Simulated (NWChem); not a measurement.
Species: SnBrF, singlet; SMILES [F][Sn][Br]

All runs: NWChem. Low-valent species are run as closed-shell singlets; no triplet was tried in these runs. Structure relaxed at the PBE0/def2-SVP level. No frequency run checked for a minimum. def2 effective core potentials on Sn; no spin-orbit coupling. Ions are spin-unrestricted doublets at the neutral geometry; other ion states weren't tried.

Predict the results for PBE/def2-SVP. Quantities: vertical ionisation energy, ΔSCF (eV); −ε(HOMO) (eV).


```json
{
 "vertical ionisation energy, ΔSCF (eV)": "9.91",
 "−ε(HOMO) (eV)": "6.74"
}
```
